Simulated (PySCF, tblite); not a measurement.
Isomers of C7H6ClO2P, one GFN2-xTB conformer each. Single-point energies are computed at PBE0/pcSseg-1 (PySCF, gas phase, no added dispersion term), electronic only.

| SMILES | GFN2-xTB relative energy (kJ/mol) |
| --- | --- |
| COC(=O)c1cc(Cl)ccp1 | 0.0 |
| COc1cc(Cl)cc(C=O)p1 | 80.6 |

Conformers: `[CH3:1][O:2][C:3](=[O:4])[c:5]1[cH:6][c:7]([Cl:8])[cH:9][cH:10][p:11]1` with C1–O2–C3–O4 0°, O2–C3–C5–C6 180°; `[CH3:1][O:2][c:3]1[cH:4][c:5]([Cl:6])[cH:7][c:8]([CH:9]=[O:10])[p:11]1` with C1–O2–C3–C4 0°, C7–C8–C9–O10 180°.

**Question.** What does PBE0/pcSseg-1 give for the same structures?

**Answer.** 
| SMILES | PBE0/pcSseg-1 E (Eh) | PBE0/pcSseg-1 (kJ/mol) | GFN2-xTB (kJ/mol) | point group |
| --- | --- | --- | --- | --- |
| COC(=O)c1cc(Cl)ccp1 | -1221.51950 | 0.0 | 0.0 | Cs |
| COc1cc(Cl)cc(C=O)p1 | -1221.48048 | 102.4 | 80.6 | – |

Both levels put the same isomer lowest. As drawn, the lower has a C(=O)–O unit, which the higher lacks.

**Question.** Which frontier levels, dipoles and rotational constants go with these structures?

**Answer.** 
| SMILES | HOMO (eV, PBE0/pcSseg-1) | LUMO (eV) | dipole (D) | A, B, C (MHz) |
| --- | --- | --- | --- | --- |
| COC(=O)c1cc(Cl)ccp1 | -7.29 | -2.35 | 2.08 | 1645, 496.4, 382.2 |
| COc1cc(Cl)cc(C=O)p1 | -6.90 | -2.69 | 4.34 | 898.4, 717.4, 399.9 |

**Question.** What happens when harmonic zero-point energies from GFN2-xTB frequencies are added?

**Answer.** 
| SMILES | ZPE (kJ/mol) | electronic (kJ/mol) | with ZPE (kJ/mol) |
| --- | --- | --- | --- |
| COC(=O)c1cc(Cl)ccp1 | 296.1 | 0.0 | 0.0 |
| COc1cc(Cl)cc(C=O)p1 | 293.8 | 102.4 | 100.2 |

The zero-point energies span 2.3 kJ/mol. The order is unchanged.
